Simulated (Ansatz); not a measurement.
Input file for Ansatz (a program for electronic structure): R-MP2/def2-TZVPPD on HISe (SMILES [SeH]I), atoms moved off the minimum. Elements past Kr take the def2 small-core potentials; no spin–orbit coupling. Files ending in .json are basis or fitting sets from the Basis Set Exchange. The run froze 23 orbitals, filled d shells among them.

Ansatz 0.2 input:
```yaml
crystal:
  periodic: [false, false, false]
  atoms:
    - {symbol: Se, position_ang: [-0.96348416, -0.76515222, 0.99686296]}
    - {symbol: H, position_ang: [-1.82972740, -1.17761937, -0.00605383]}
    - {symbol: I, position_ang: [0.62000547, 0.52184712, -0.54887211]}
basis:
  gaussian:
    orbitals: def2-TZVPPD.json
magnetization: {spin_polarized: false}
correlation: {method: mp2, electrons: outside_noble_gas}
scf: {lower_state_search: off}
output: {forces: true}
```

Output:

```
WARN ansatz: RAYON_NUM_THREADS=1 ignored (pool sized by the plan → 1); use --threads N
Functional definition: HF
these checks for a lower state are left out or cut short: starts, cluster_reference, orbital_swaps, neighbouring_geometries, increment
integrals: 0.12 GiB planned
978 factors; integrals over basis functions are off by at most 9.6e-4 eV
mean field: 0.44 GiB planned
mean field evaluation 1: about -73391.2096 eV, gradient 1.1e1 eV
mean field evaluation 2: about -73391.2694 eV, gradient 1.1e1 eV
mean field evaluation 4: about -73391.7265 eV, gradient 1.9e0 eV
mean field evaluation 8: about -73391.7399 eV, gradient 1.1e-1 eV
mean field -73391.74001773 eV, -2697.0966989436 hartree, gradient 3.1e-6 eV, S^2 0.000000; 0 other end points of the search recorded, 0 dependent functions left out
23 core orbitals not correlated
reference -73391.74001773 eV, -2697.0966989436 hartree; 7, 7 occupied and 103, 103 virtual orbitals, 978 factors
densities: 0.35 GiB planned
second order -8.00865346 eV of doubles, -0.00000000 eV of singles
the calculation of the forces begins
mean field evaluation 16: about -73391.6604 eV, gradient 6.5e-1 eV
Total energy: -73399.74867120 eV, -2697.3910115299 hartree
Atom 0 at    -0.963484    -0.765152     0.996863 Å, force     1.611266     0.855980     1.302749 eV/Å
Atom 1 at    -1.829727    -1.177619    -0.006054 Å, force    -1.217947    -0.551733    -1.588891 eV/Å
Atom 2 at     0.620005     0.521847    -0.548872 Å, force    -0.393319    -0.304247     0.286141 eV/Å
Dipole moment:    -0.123014    -0.073592    -0.047213 e Å
Checks for a lower state left out: starts, cluster_reference, orbital_swaps, neighbouring_geometries, increment
```

The run converged.

Cost: around 7 core-seconds (rough).
